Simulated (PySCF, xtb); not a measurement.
H₃NO₃S, SMILES OS(=O)(N)=O.

GFN2-xTB run with xtb at its own geometry gives an orbital gap of 8.68 eV and a dipole moment of 4.07 D.

Coordinates come from a r2SCAN-D4/def2-SVP optimisation. The values are those of a single conformer.

Question: What does r2SCAN/def2-TZVP (PySCF) give? (The exact figures need the calculation; the answer reports its results.)

Answer: gap 7.56 eV (levels -7.64 and -0.09 eV), dipole 3.46 D.
